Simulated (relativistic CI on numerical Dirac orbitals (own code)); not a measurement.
Calculated levels, Tc³⁹⁺

Method of calculation: Dirac-Coulomb-Breit CI, KLI orbitals optimised for each configuration, a model potential for QED, unscaled Slater integrals (own radial code, finite nucleus).

Configurations in the expansion (outside the closed core 1s2): 2s², 2s2p, 2p², 2p3s, 2p3p, 2s3s, 2s3p, 2s3d, 2s4s, 2s4p, 2s4d, 2s4f, 2s5s, 3s², 2s5p, 2s5d, 2s5f, 2s5g, 3s3p, 3p². Levels of other configurations are missing.

```csv
No.,Configuration,Term,J,E (eV),%,Landé g
1,2s²,¹S,0,0.00,97,
2,2s2p,³P°,0,77.60,100,
3,2s2p,³P°,1,93.30,83,1.401
4,2s2p,³P°,2,213.43,100,1.488
5,2p²,³P,0,224.15,76,
6,2s2p,¹P°,1,266.34,83,1.074
7,2p²,³P,1,339.20,100,1.490
8,2p²,¹D,2,352.01,58,1.195
9,2p²,³P,2,482.94,58,1.281
10,2p²,¹S,0,523.27,75,
11,2s3s,³S,1,3292.19,99,1.991
12,2s3s,¹S,0,3308.14,98,
13,2s3p,³P°,0,3330.56,100,
14,2s3p,³P°,1,3331.28,68,1.330
15,2s3p,¹P°,1,3367.20,53,1.187
16,2s3p,³P°,2,3370.36,100,1.493
17,2s3d,³D,1,3387.29,93,0.502
18,2p3s,³P°,0,3391.26,100,
19,2s3d,³D,2,3391.52,91,1.146
20,2p3s,³P°,1,3399.29,60,1.310
21,2s3d,³D,3,3400.76,100,1.327
22,2s3d,¹D,2,3412.32,90,1.011
23,2p3p,³D,1,3417.13,68,0.652
24,2p3p,³P,0,3439.61,73,
25,2p3p,³P,1,3464.53,44,1.476
26,2p3p,³D,2,3465.87,59,1.165
27,2p3s,³P°,2,3529.72,100,1.490
28,2p3s,¹P°,1,3536.58,69,1.136
29,2p3p,³P,1,3563.48,55,1.417
30,2p3p,³D,2,3565.83,40,1.188
31,2p3p,³D,3,3594.79,100,1.325
32,2p3p,¹P,1,3595.44,48,1.416
33,2p3p,³P,2,3611.87,59,1.287
34,2p3p,¹S,0,3627.59,72,
35,2s4s,³S,1,4425.76,100,1.993
36,2s4s,¹S,0,4431.66,100,
37,2s4p,³P°,0,4440.47,100,
38,2s4p,³P°,1,4441.00,72,1.350
39,2s4p,³P°,2,4457.06,100,1.495
40,2s4p,¹P°,1,4458.52,72,1.142
41,2s4d,³D,1,4464.93,100,0.499
42,2s4d,³D,2,4465.91,88,1.141
43,2s4d,³D,3,4469.87,100,1.329
44,2s4d,¹D,2,4473.62,88,1.020
45,2s4f,³F°,2,4474.89,100,0.665
```

Energies count from the lowest computed level; ° marks odd parity.

The mean weight of the leading LS term, summed over parents, in these 45 levels is 82 %, and that of the leading jj configuration (from the same eigenvectors) 97 %, so jj coupling describes them better and the LS labels are nominal.

At this charge energies of transitions that change n are usually good to better than 1 %, and those within a shell (Δn = 0) to a few per cent.

LS names give the leading component of a level, which can be under half, so a name can repeat, a term be missing and a line seem to break the LS rules.
